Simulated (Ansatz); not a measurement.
CH$_{4}$FGaOSi, 9 atoms. Total charge 0; spin multiplicity 1. Correlated methods include outer-core shells of Ga, which these sets cover unevenly. Scalar relativity is left out up to krypton. All runs use 4 threads of an AMD EPYC 7B13 on a shared host. Correlated methods freeze the cores.

(1) How many basis functions does each run have, and how long does it take in Ansatz? RKS ωB97M-V/def2-QZVPP energy; RKS PBE0-D4/def2-TZVPP energy; RHF-CCSD(T)/def2-SVP energy; RKS PBE0-D4/def2-TZVP relaxation (7 steps); RKS ωB97X-V/def2-TZVPP energy; RKS PBE0-D4/def2-QZVPP energy; RHF-CCSD(T)/def2-TZVPP energy; RKS SPW92 (LDA)/def2-TZVPP energy; RKS B2PLYP (frozen core)/def2-TZVPP energy; RKS PBE0-D4/def2-SVP energy; RKS PBE0-D4/def2-TZVP frequencies; RKS ωB97M-V/def2-SVP energy. (An estimate is asked.)

Answers

(1) Computed: Other jobs shared the machine, so times are rough.

```json
{"level": "RKS SPW92 (LDA)/def2-TZVPP", "job": "energy", "functions": "239", "wall time": "1.3 s", "peak host memory (GiB)": "0.34"}
{"level": "RKS PBE0-D4/def2-SVP", "job": "energy", "functions": "112", "wall time": "1.3 s", "peak host memory (GiB)": "0.27"}
{"level": "RKS PBE0-D4/def2-TZVPP", "job": "energy", "functions": "239", "wall time": "3 s", "peak host memory (GiB)": "0.7"}
{"level": "RKS ωB97M-V/def2-SVP", "job": "energy", "functions": "112", "wall time": "4.1 s", "peak host memory (GiB)": "0.39"}
{"level": "RKS B2PLYP (frozen core)/def2-TZVPP", "job": "energy", "functions": "239", "wall time": "5 s", "peak host memory (GiB)": "0.67"}
{"level": "RKS ωB97X-V/def2-TZVPP", "job": "energy", "functions": "239", "wall time": "6.5 s", "peak host memory (GiB)": "0.84"}
{"level": "RHF-CCSD(T)/def2-SVP", "job": "energy", "functions": "112", "wall time": "6.5 s", "peak host memory (GiB)": "0.56"}
{"level": "RKS PBE0-D4/def2-QZVPP", "job": "energy", "functions": "450", "wall time": "8 s", "peak host memory (GiB)": "1.9"}
{"level": "RKS ωB97M-V/def2-QZVPP", "job": "energy", "functions": "450", "wall time": "15 s", "peak host memory (GiB)": "2.2"}
{"level": "RKS PBE0-D4/def2-TZVP", "job": "relaxation (7 steps)", "functions": "202", "wall time": "26 s", "peak host memory (GiB)": "0.63"}
{"level": "RKS PBE0-D4/def2-TZVP", "job": "frequencies", "functions": "202", "wall time": "120 s", "peak host memory (GiB)": "0.66"}
{"level": "RHF-CCSD(T)/def2-TZVPP", "job": "energy", "functions": "239", "wall time": "2.3 min", "peak host memory (GiB)": "4.6"}
```
